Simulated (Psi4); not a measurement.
H2Se, charge +1, doublet, geometry from GFN2-xTB (a state made from the parent by changing its charge; the spin is typed, not shown lowest), atoms displaced at random by about 0.1 Å a coordinate; HF/pcseg-1 (Psi4 1.11).

Input for Psi4:
```
memory 2 GB

molecule mol {
1 2
  Se    0.004523   -0.047509    0.104647
  H    -0.840806   -1.073423   -0.366654
  H     1.082054   -0.975484    0.045819
}

set basis pcseg-1
set reference uhf
set hess_update none

optimize('scf')
print_variables()
```

It wrote (shortened):

```
gradient() will perform analytic gradient computation.

   => Loading Basis Set <=

    Name: PCSEG-1
    Role: ORBITAL
    Keyword: BASIS

         ---------------------------------------------------------
                                   SCF
               by Justin Turney, Rob Parrish, Andy Simmonett
                          and Daniel G. A. Smith
                              UHF Reference
         ---------------------------------------------------------

  ==> Geometry <==

    Molecular point group: cs
    Full point group: Cs

    Geometry (in Angstrom), charge = 1, multiplicity = 2:

       Center              X                  Y                   Z               Mass
    ------------   -----------------  -----------------  -----------------  -----------------
         SE           0.024897179506     0.002908062596     0.000000000000    79.916521800000
         H           -1.092450268436     0.863570578810     0.000000000000     1.007825032230
         H           -0.881797170490    -1.094168391374     0.000000000000     1.007825032230

  Running in cs symmetry.

  Rotational constants: A =      8.64446  B =      8.24453  C =      4.21988 [cm^-1]
  Rotational constants: A = 259154.45314  B = 247164.66940  C = 126508.80025 [MHz]
  Nuclear repulsion =   25.666915900295496

  Charge       = 1
  Multiplicity = 2
  Electrons    = 35
  Nalpha       = 18
  Nbeta        = 17

  ==> Algorithm <==

  SCF Algorithm Type is DF.
  DIIS enabled.
  MOM disabled.
  Fractional occupation disabled.
  Guess Type is SAD.
  Energy threshold   = 1.00e-08
  Density threshold  = 1.00e-08
  Integral threshold = 1.00e-12

  ==> Primary Basis <==

  Basis Set: PCSEG-1
    Blend: PCSEG-1
    Number of shells: 17
    Number of basis functions: 37
    Number of Cartesian functions: 39
    Spherical Harmonics?: true
    Max angular momentum: 2

   => Loading Basis Set <=

    Name: (PCSEG-1 AUX)
    Role: JKFIT
    Keyword: DF_BASIS_SCF

  ==> Integral Setup <==

  SCF_SUBTYPE=INCORE selected. In-core MEM_DF algorithm will be used.
  Using in-core AOs.

  ==> MemDFJK: Density-Fitted J/K Matrices <==

    J tasked:                   Yes
    K tasked:                   Yes
    wK tasked:                   No
    Algorithm:                 Core
    Schwarz Cutoff:           1E-12
    Mask sparsity (%):       0.0000
    Fitting Condition:        1E-10

   => Auxiliary Basis Set <=

  Basis Set: (PCSEG-1 AUX)
    Blend: DEF2-UNIVERSAL-JKFIT
    Number of shells: 72
    Number of basis functions: 302
    Number of Cartesian functions: 411
    Spherical Harmonics?: true
    Max angular momentum: 5

  Minimum eigenvalue in the overlap matrix is 2.9091213545E-02.
  Reciprocal condition number of the overlap matrix is 7.9451952925E-03.
    Using symmetric orthogonalization.

  ==> Pre-Iterations <==

  SCF Guess: Superposition of Atomic Densities via on-the-fly atomic UHF (no occupation information).

   -------------------------
    Irrep   Nso     Nmo
   -------------------------
     A'        27      27
     A"        10      10
   -------------------------
    Total      37      37
   -------------------------

  ==> Iterations <==

                           Total Energy        Delta E     RMS |[F,P]|

   @DF-UHF iter SAD: -2397.80644677000146   -2.39781e+03   0.00000e+00
   @DF-UHF iter   1: -2400.21054968100952   -2.40410e+00   2.19757e-02 ADIIS/DIIS
   @DF-UHF iter   2: -2400.35156826335970   -1.41019e-01   4.63181e-03 ADIIS/DIIS
   @DF-UHF iter   3: -2400.35957138713275   -8.00312e-03   6.91606e-04 ADIIS/DIIS
   @DF-UHF iter   4: -2400.36011207997080   -5.40693e-04   1.67759e-04 ADIIS/DIIS
   @DF-UHF iter   5: -2400.36015184351345   -3.97635e-05   5.54724e-05 DIIS
   @DF-UHF iter   6: -2400.36015792945727   -6.08594e-06   2.53353e-05 DIIS
   @DF-UHF iter   7: -2400.36015971603501   -1.78658e-06   7.09440e-06 DIIS
   @DF-UHF iter   8: -2400.36015984064443   -1.24609e-07   1.80539e-06 DIIS
   @DF-UHF iter   9: -2400.36015984670348   -6.05905e-09   4.21765e-07 DIIS
   @DF-UHF iter  10: -2400.36015984699043   -2.86946e-10   1.16202e-07 DIIS
   @DF-UHF iter  11: -2400.36015984701635   -2.59206e-11   4.95166e-08 DIIS
   @DF-UHF iter  12: -2400.36015984702362   -7.27596e-12   2.32554e-08 DIIS
   @DF-UHF iter  13: -2400.36015984702499   -1.36424e-12   6.91800e-09 DIIS
  Energy and wave function converged.

  ==> Post-Iterations <==

   @Spin Contamination Metric:   1.053098604E-02
   @S^2 Expected:                7.500000000E-01
   @S^2 Observed:                7.605309860E-01
   @S   Expected:                5.000000000E-01
   @S   Observed:                5.000000000E-01

    Orbital Energies [Eh]
    ---------------------

    Alpha Occupied:

[...]
    Alpha Virtual:

[...]
      27Ap     2.402780

    Beta Occupied:

[...]
    Beta Virtual:

[...]
    Final Occupation by Irrep:
             Ap   App
    DOCC [    13,    4 ]
    SOCC [     0,    1 ]
    NA   [    13,    5 ]
    NB   [    13,    4 ]

  @DF-UHF Final Energy: -2400.36015984702499

   => Energetics <=

    Nuclear Repulsion Energy =             25.6669159002954963
    One-Electron Energy =               -3382.9762488059868701
    Two-Electron Energy =                 956.9491730586662470
    Total Energy =                      -2400.3601598470249883

  UHF NO Occupations:
  HONO-2 :   12 Ap 1.9991376
  HONO-1 :   13 Ap 1.9959049
  HONO-0 :    5App 1.0000000
  LUNO+0 :   14 Ap 0.0040951
  LUNO+1 :   15 Ap 0.0008624
  LUNO+2 :   16 Ap 0.0002929
  LUNO+3 :    6App 0.0000116

Computation Completed

Properties will be evaluated at   0.000000,   0.000000,   0.000000 [a0]

Properties computed using the SCF density matrix

 Multipole Moments:

 ------------------------------------------------------------------------------------
     Multipole            Electronic (a.u.)      Nuclear  (a.u.)        Total (a.u.)
 ------------------------------------------------------------------------------------

[...]
  @DF-UHF Final Energy: -2400.36373358721175
    Total Energy =                      -2400.3637335872117546
  @DF-UHF Final Energy: -2400.36397778477613
    Total Energy =                      -2400.3639777847761252
  @DF-UHF Final Energy: -2400.36398539332777
    Total Energy =                      -2400.3639853933277664
  @DF-UHF Final Energy: -2400.36398581159665
    Total Energy =                      -2400.3639858115966490
[...]

 ------------------------------------------------------------------------------------
     Multipole            Electronic (a.u.)      Nuclear  (a.u.)        Total (a.u.)
 ------------------------------------------------------------------------------------

 L = 1.  Multiply by 2.5417464519 to convert [e a0] to [Debye]
 Dipole X            :          1.3984686           -2.0951125           -0.6966438
 Dipole Y            :          0.1535789           -0.2300812           -0.0765023
 Dipole Z            :          0.0000000            0.0000000            0.0000000
 Magnitude           :                                                    0.7008318

 ------------------------------------------------------------------------------------

         ------------------------------------------------------------
                                   SCF GRAD
                          Rob Parrish, Justin Turney,
                       Andy Simmonett, and Alex Sokolov
         ------------------------------------------------------------

  ==> Geometry <==

    Molecular point group: cs
    Full point group: Cs

    Geometry (in Angstrom), charge = 1, multiplicity = 2:

       Center              X                  Y                   Z               Mass
    ------------   -----------------  -----------------  -----------------  -----------------
         SE           0.024476445881     0.002687955628     0.000000000000    79.916521800000
         H           -1.087796281917     0.961834001311     0.000000000000     1.007825032230
         H           -0.853088651773    -1.174978205621     0.000000000000     1.007825032230

  Nuclear repulsion =   24.746864315838661

  ==> Basis Set <==

  Basis Set: PCSEG-1
    Blend: PCSEG-1
    Number of shells: 17
    Number of basis functions: 37
    Number of Cartesian functions: 39
    Spherical Harmonics?: true
    Max angular momentum: 2

  ==> DFJKGrad: Density-Fitted SCF Gradients <==

    Gradient:                    1
    J tasked:                  Yes
    K tasked:                  Yes
    wK tasked:                  No
    Integrals threads:           1
    Schwarz Cutoff:          1E-12
    Fitting Condition:       1E-10

   => Auxiliary Basis Set <=

  Basis Set: (PCSEG-1 AUX)
    Blend: DEF2-UNIVERSAL-JKFIT
    Number of shells: 72
    Number of basis functions: 302
    Number of Cartesian functions: 411
    Spherical Harmonics?: true
    Max angular momentum: 5

  -Total Gradient:
     Atom            X                  Y                   Z
    ------   -----------------  -----------------  -----------------
       1       -0.000006103977    -0.000011247822     0.000000000000
       2        0.000003435989    -0.000042717239     0.000000000000
       3        0.000002667989     0.000053965060     0.000000000000

    			-----------------------------------------

    			 OPTKING 3.0: for geometry optimizations

    			     By R.A. King, Bethel University

    			        with contributions from

    			    A.V. Copan, J. Cayton, A. Heide

    			-----------------------------------------

	                            ===> Fragment 1 <==

	 Z (Atomic Numbers)          Masses                          Geom
	      34.000000            79.916522          0.04625378  0.00507950  0.00000000
	       1.000000             1.007825         -2.05563705  1.81760284  0.00000000
	       1.000000             1.007825         -1.61210391 -2.22038701  0.00000000

	 - Coordinate -           - BOHR/RAD -       - ANG/DEG -
	 R(1,2)           =         2.775461           1.468711
	 R(1,3)           =         2.775401           1.468679
	 B(2,1,3)         =         1.642000          94.079694

	        --- Internal Coordinate Step in ANG or DEG, aJ/ANG or AJ/DEG ---
	-------------------------------------------------------------------------------
	           Coordinate      Previous         Force          Change          New
	           ----------      --------        ------          ------        ------
	               R(1,2)       1.46871        0.00025        0.00008       1.46879
	               R(1,3)       1.46868        0.00037        0.00011       1.46879
	             B(2,1,3)      94.07969        0.00001        0.02992      94.10962
	-------------------------------------------------------------------------------

	                                 ==> Convergence Check <==

	Measures of convergence in internal coordinates in au.

	Criteria marked as inactive (o), active & met (*), and active & unmet ( ).

	----------------------------------------------------------------------------------------------
	   Step    Total Energy     Delta E     Max Force     RMS Force      Max Disp      RMS Disp
	----------------------------------------------------------------------------------------------
	  Convergence Criteria     1.00e-06 *    3.00e-04 *             o    1.20e-03 *             o
	----------------------------------------------------------------------------------------------
	     5   -2400.36398581   -4.18e-07 *    8.36e-05 *    5.75e-05 o    5.22e-04 *    3.36e-04 o  ~
	----------------------------------------------------------------------------------------------

Next Geometry in Ang
	Fragment 1 (Ang)

	   Se   0.0243316983   0.0026860704   0.0000000000
	    H  -1.0877535671   0.9621643543   0.0000000000
	    H  -0.8529866190  -1.1753066733   0.0000000000

    Final optimized geometry and variables:
    Molecular point group: cs
    Full point group: Cs

    Geometry (in Angstrom), charge = 1, multiplicity = 2:

    SE           0.024476445881     0.002687955628     0.000000000000
    H           -1.087796281917     0.961834001311     0.000000000000
    H           -0.853088651773    -1.174978205621     0.000000000000

  Variable Map:
  ----------------------------------------------------------------------------
[...]
  Array Variable Map:
  ----------------------------------------------------------------------------
[...]
Optimizer: Optimization complete!
```
